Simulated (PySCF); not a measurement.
An excited-state job on `C[C@@H]1CC=CC[AsH]1`.

Computed with TDDFT CAM-B3LYP/def2-SVPD, vertical, gas phase, core orbitals frozen in the response (PySCF 2.14.0, density-fitted response routines). Geometry: GFN2-xTB. A driver script takes a list of jobs; this job's settings line and coordinates (Å) are shown.

Command:
```bash
OMP_NUM_THREADS=1 python probes_run.py task.json out
```

Input:
```
{"job": {"kind": "uv", "xc": "CAM-B3LYP", "basis": "def2-SVPD", "nstates": 8, "ntriplets": 3}, "charge": 0, "multiplicity": 1}
C      2.082170    -0.185585     0.180259
C      0.923755    -0.088484    -0.804859
C      0.085958     1.179333    -0.550334
C     -0.687602     1.083940     0.722751
C     -1.599051     0.132290     0.882358
C     -1.883563    -0.843647    -0.198743
As    -0.195725    -1.751529    -0.772442
H      1.702977    -0.251761     1.199963
H      2.681531    -1.074578    -0.023964
H      2.729921     0.688950     0.110070
H      1.341334    -0.004575    -1.818010
H     -0.607213     1.305261    -1.391877
H      0.748279     2.048181    -0.532858
H     -0.473880     1.793740     1.508204
H     -2.139659     0.030007     1.813604
H     -2.617282    -1.590566     0.110323
H     -2.272007    -0.338377    -1.090537
H      0.171300    -2.126282     0.644435
```

Task: Give the output.

Result: 
```
coarse grid: 65608 points
cycle   1  E = -2470.6208985174  dE =  1.786e-01  |g| = 3.568e-01  |ddm| = 7.088e+00
cycle   2  E = -2470.6348598584  dE = -1.396e-02  |g| = 2.905e-01  |ddm| = 1.186e+00
cycle   3  E = -2470.6517036418  dE = -1.684e-02  |g| = 4.729e-02  |ddm| = 5.314e-01
cycle   4  E = -2470.6522497411  dE = -5.461e-04  |g| = 2.019e-02  |ddm| = 1.435e-01
cycle   5  E = -2470.6523579324  dE = -1.082e-04  |g| = 5.496e-03  |ddm| = 4.696e-02
cycle   6  E = -2470.6523662984  dE = -8.366e-06  |g| = 1.459e-03  |ddm| = 1.353e-02
final grid: 139416 points
cycle   7  E = -2470.6522862132  dE = -2.296e-07  |g| = 1.716e-03  |ddm| = 1.652e-02
cycle   8  E = -2470.6522857049  dE =  5.083e-07  |g| = 2.265e-03  |ddm| = 6.854e-03
cycle   9  E = -2470.6522870102  dE = -1.305e-06  |g| = 1.190e-04  |ddm| = 3.700e-03
cycle  10  E = -2470.6522870147  dE = -4.499e-09  |g| = 4.335e-05  |ddm| = 3.531e-04
cycle  11  E = -2470.6522870156  dE = -9.327e-10  |g| = 1.610e-05  |ddm| = 1.852e-04
converged SCF energy = -2470.6522870156

Static polarisability (au): isotropic 97.935, principal 83.301 100.951 109.555

Singlet excitations
state   eV       nm        f      main configurations
  1   5.8450    212.1   0.05804   H->L 0.87
  2   6.0858    203.7   0.07784   H->L+1 0.81, H->L+3 0.11
  3   6.4042    193.6   0.10490   H->L+3 0.45, H->L+2 0.34
  4   6.5868    188.2   0.03502   H->L+2 0.31, H->L+3 0.22, H-1->L 0.21
  5   6.7996    182.3   0.06162   H-1->L 0.65, H->L+2 0.11, H->L+3 0.08
  6   6.8975    179.8   0.03223   H-1->L+1 0.61, H->L+5 0.22
  7   7.1018    174.6   0.04652   H->L+4 0.44, H-1->L+2 0.18, H->L+6 0.09
  8   7.2316    171.4   0.01032   H->L+5 0.36, H->L+4 0.25, H-1->L+1 0.12

Triplet excitations (Tamm-Dancoff, eV): 4.1232 5.0646 5.3376
```

The SCF starts on a coarse grid where the log names one; the energy can jump when the final grid takes over, and dE then counts from the start density on the new grid. H and L stand for HOMO and LUMO; the number after each pair is its weight.

Task: How does the lowest singlet excitation compare with the HOMO–LUMO gap?

Result: HOMO -7.70 eV and LUMO 1.16 eV give a gap of 8.86 eV; S1 at 5.84 eV lies 3.02 eV below it.

Main results: HOMO -7.70 eV, LUMO 1.16 eV; lowest singlet 5.84 eV; lowest triplet 4.12 eV (Tamm–Dancoff); mean polarisability 97.9 au.

 The CAM-B3LYP/def2-SVPD calculation is non-relativistic and has no spin–orbit coupling, an omission that weighs most on arsenic.

The run took 2.7 min of wall time on Intel Xeon at 2.50 GHz, one thread (shared host), and the process peaked at 1.2 GiB of memory.

One conformer stands for the species.
Labels such as C1 count atoms from 1, the log's own numbers from 0.
